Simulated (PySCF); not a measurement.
**Shifts of the heteroatoms**

Structure with atom numbers: `[CH3:1][C:2](=[O:3])[Si@:4]([CH3:5])([NH2:6])[SiH3:7]`; H(Xn) means a hydrogen on atom n.

[PySCF 2.14: NMR shieldings at PBE0/pcSseg-1/GIAO; coordinates at the GFN2-xTB level; gas phase; one averaged value for each set of equivalent atoms; single conformer; relativity neglected]

Problem. Predict the $^{29}$Si NMR data.

Solution. 
```tsv
atoms	environment	σ (ppm)	δ (ppm)
Si4	silicon bonded to 2 C, N, Si	379.8	-32.2
Si7	silicon bonded to Si, 3 H	471.4	-107.5
```

Shieldings were converted by a linear fit to measured shifts: $^{29}$Si (scatter 8.9 ppm rms, 25.8 ppm with the 6 outliers that the fit left out vs TMS, solution or neat liquid). Occasional misses reach two or three times the rms, and more in compound classes unlike the fitted ones.

On a 300 MHz spectrometer $^{29}$Si resonates near 59.6 MHz, so 1 ppm is 59.6 Hz.

Problem. Predict the $^{15}$N NMR data.

Solution. 
| atoms | environment | σ (ppm) | δ (ppm) |
| --- | --- | --- | --- |
| N6 | nitrogen bonded to Si, 2 H | 257.6 | -385.4 |

Shieldings were converted by a linear fit to measured shifts: $^{15}$N: δ = -148.07 − 0.921σ (rms 6.3 ppm, 71 shifts vs CH3NO2, solution or neat liquid). A few per cent of atoms miss by over 2 rms, more outside the fitted compound classes.

On a 600 MHz spectrometer $^{15}$N resonates near 60.8 MHz, so 1 ppm is 60.8 Hz.

Problem. Where does $^{17}$O resonate?

Solution. 
```json
{"atoms": "O3", "environment": "carbonyl oxygen", "σ (ppm)": "-478.4", "δ (ppm)": "702.5"}
```

Shieldings were converted by a linear fit to measured shifts: $^{17}$O (scatter 10.7 ppm rms, 12.2 ppm with the 3 outliers that the fit left out vs liquid water, solution or neat liquid). A few per cent of atoms miss by over 2 rms, more outside the fitted compound classes.

On a 400 MHz spectrometer $^{17}$O resonates near 54.2 MHz, so 1 ppm is 54.2 Hz.
